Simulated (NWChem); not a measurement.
Molecule: SiH3O2Cl; SMILES Cl[SiH](O)O

```xyz
7

Si    -0.0216     0.4669     0.4064
O     -1.3169     1.2407    -0.2364
O      1.3621     1.1484    -0.1789
Cl     0.0211    -1.5393    -0.1177
H     -0.1683     0.5522     1.8710
H     -1.3123     1.3969    -1.1861
H      2.1238     0.5732    -0.2951
```
Atoms are numbered in this order, from 1.

All runs: NWChem. Pople sets run with spherical d functions. The geometry was optimised at PBE0/def2-SVP. GIAO values for the isolated, static molecule; σ is the absolute isotropic shielding, δ = σ(reference) − σ with the isolated reference molecule computed at the same levels (1H: tetramethylsilane, 17O: water, 29Si: tetramethylsilane).

For level B3LYP/6-31G*:

```yaml
"δ Si1 (ppm)": -18.1
"δ O2 (ppm)": 55.3
"δ O3 (ppm)": 59.9
"σ Cl4 (ppm)": 871.8
"δ H5 (ppm)": 5.18
"δ H6 (ppm)": 2.02
"δ H7 (ppm)": 1.58
```

Question: Estimate the same quantities for level Hartree-Fock/6-31G*.

Answer: 
- δ Si1 (ppm): -27.1
- δ O2 (ppm): 37.9
- δ O3 (ppm): 41.3
- σ Cl4 (ppm): 948.5
- δ H5 (ppm): 4.94
- δ H6 (ppm): 2.33
- δ H7 (ppm): 1.96
